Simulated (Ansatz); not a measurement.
Computed with Ansatz on PBE0-D4/def2-TZVP structures; ΔE is electronic, products minus reactants. CBS: MP2 limit from def2 TZ/QZ plus the TZ coupled-cluster correction, frozen cores. DFT in def2-TZVPP. One conformer a species, not always the lowest.

`[AlH2][NH][SiH2][SiH3]` → `N[SiH]([AlH2])[SiH3]`  (isomerisation)

`[AlH2][NH][SiH2][SiH3]`:

```xyz
12

Al    2.537    0.174   -0.719
N     1.064   -0.585   -0.060
Si   -0.184    0.111    0.918
Si   -2.278    0.005   -0.133
H     2.805    1.692   -0.373
H     3.483   -0.727   -1.614
H     0.915   -1.557   -0.300
H     0.188    1.533    1.154
H    -0.294   -0.561    2.247
H    -3.356    0.533    0.749
H    -2.608   -1.409   -0.474
H    -2.272    0.791   -1.398
```

`N[SiH]([AlH2])[SiH3]`:

Cartesian coordinates in Å:
```
N -0.639 1.526 1.156
Si -0.276 -0.091 0.616
Al -1.705 -1.107 -1.120
Si 1.941 -0.104 -0.150
H -1.524 1.685 1.613
H -0.448 2.286 0.521
H -0.306 -0.975 1.822
H -1.519 -2.632 -1.542
H -2.817 -0.250 -1.876
H 2.919 0.290 0.900
H 2.089 0.840 -1.296
H 2.284 -1.467 -0.643
```

```
         level  ΔE (kJ/mol)
        B2PLYP        119.9
MP2/def2-QZVPP        125.1
```

Task: What does CCSD(T)/CBS give? (Best estimate.)

Result: Computed: +115.5 kJ/mol. The listed levels differ from it by 4.4, 9.6 kJ/mol.

Largest T1 diagnostic among the species: 0.013.

From PBE to PBE0 (25 % exact exchange), in def2-TZVPP and without D4, ΔE moves by +4.7 kJ/mol.
